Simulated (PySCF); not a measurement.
The numbers are results of ωB97X-D3(BJ)/def2-TZVP // PBE0-D3(BJ)/def2-SVP (PySCF), not measurements. Isolated molecules, 0 K electronic values unless said otherwise. One relaxed conformer stands for a flexible species; it need not be the lowest. Excitations are Tamm–Dancoff values on a coarser integration grid. The basis has no diffuse functions, so Rydberg states are missing or too high.

Reference species (SMILES): `[C@H]1(S)C[C@]2(C[C@@H]1CC2)B` (neutral, multiplicity 1).

```
Property              Result
-------------------  -------
HOMO–LUMO gap        9.90 eV
S1 excitation (TDA)  5.64 eV
```

Changed species: `B[C@]12CC[C@](S)(CC1)C2`.

Task: What does the change do to the HOMO–LUMO gap and S1 excitation (TDA)?

Result: the HOMO–LUMO gap falls by 0.06 eV, to 9.84 eV; the S1 excitation (TDA) decreases by 0.03 eV, to 5.61 eV.
